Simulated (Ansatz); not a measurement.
Ansatz results at the PBE0-D4/def2-TZVP geometry: LUMO energy (PBE0/def2-TZVPP) 0.28 eV; size of the dipole moment (B3LYP/def2-TZVPP) 1.16 D; HOMO energy (ωB97M-V/def2-TZVPP) -9.73 eV.

Each molecule was computed in one conformer, which needn't be the lowest.

Problem. Which molecule gave them?
A. `C1CO[SiH2]N1`
B. `N[SiH2]C(F)[SiH3]`
C. `C[O][GaH][SeH]`
D. `N[SiH](F)C[SiH3]`

Solution. B. The others give `C[O][GaH][SeH]`: -0.95, 1.33, -9.37; `C1CO[SiH2]N1`: 0.45, 2.09, -9.26; `N[SiH](F)C[SiH3]`: 0.52, 1.29, -10.43.

B3LYP here is the variant with VWN-RPA as its local correlation; programs differ in this.
